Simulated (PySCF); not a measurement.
C4H5Br, SMILES BrC1=CCC1. Heavy atoms are numbered as in [Br:1][C:2]1=[CH:3][CH2:4][CH2:5]1. Hydrogens are named by the atom that carries them.

Coordinates come from a PBE-D3(BJ)/def2-SVP optimisation.

Calculation: PBE/pcSseg-1 (PySCF).

GIAO shieldings, no solvent; atoms alike by connectivity are averaged. δ = σ(ref) − σ: ¹³C against TMS (σ = 182.0 ppm); ¹H against TMS (σ = 31.49 ppm), references at their B3LYP-D3(BJ)/def2-TZVP geometries, non-relativistic (without spin–orbit terms, shifts of atoms bonded to Cl or Br come out too high).

Computed chemical shifts:
```tsv
nucleus	atoms	count	δ (ppm)
¹³C	C3 (CH)	1	149.2
¹³C	C2	1	145.3
¹³C	C5 (CH2)	1	48.8
¹³C	C4 (CH2)	1	37.2
¹H	H on C3	1	6.68
¹H	H on C5	2	3.36
¹H	H on C4	2	3.18
```
